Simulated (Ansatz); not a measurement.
Calculated with Ansatz (gas phase, PBE0-D4/def2-TZVP geometries, no zero-point term in ΔE). CCSD(T)/CBS is the MP2 limit (def2-TZVPP, def2-QZVPP) plus CCSD(T) − MP2 in def2-TZVPP, frozen cores. Functionals use def2-TZVPP. HSE06 is defined as in plane-wave codes. For Se outer-core shells are correlated without core-valence functions, which leaves a few kJ/mol of doubt a bond. Scalar relativity is left out up to krypton. Each species was taken in one conformer, which may not be the lowest.

`C[Se]B(Cl)Cl` + `OCC(F)(F)F` → `FC(F)(F)COB(Cl)Cl` + `C[SeH]`  (ligand exchange at a B–Se bond)

```json
{"level": "PBE0-D4", "ΔE (kJ/mol)": "-45.3"}
{"level": "HSE06-D4", "ΔE (kJ/mol)": "-44.9"}
{"level": "ωB97M-V", "ΔE (kJ/mol)": "-56.1"}
{"level": "PBE", "ΔE (kJ/mol)": "-41.8"}
{"level": "r2SCANh", "ΔE (kJ/mol)": "-49.0"}
{"level": "r2SCAN0", "ΔE (kJ/mol)": "-50.3"}
{"level": "HSE06", "ΔE (kJ/mol)": "-45.6"}
{"level": "MP2/def2-SVP", "ΔE (kJ/mol)": "-65.4"}
```

What does CCSD(T)/CBS give? (Estimate.)

The calculation gave: -46.3 kJ/mol. The listed levels differ from it by 1.0, 1.4, -9.8, 4.5, -2.7, -4.0, 0.7, -19.1 kJ/mol.

Largest T1 diagnostic among the species: 0.012.

At CCSD(T), def2-SVP lies −24.5 kJ/mol from the extrapolated value and def2-TZVPP −5.7 kJ/mol. Leaving LDA and LC-ωPBE aside and taking each functional with its dispersion term where it has one, the values, not all of them listed here, spread over 23.2 kJ/mol, from CAM-B3LYP-D4 to revPBE-D4. LDA lies −6.8 kJ/mol from PBE without D4.
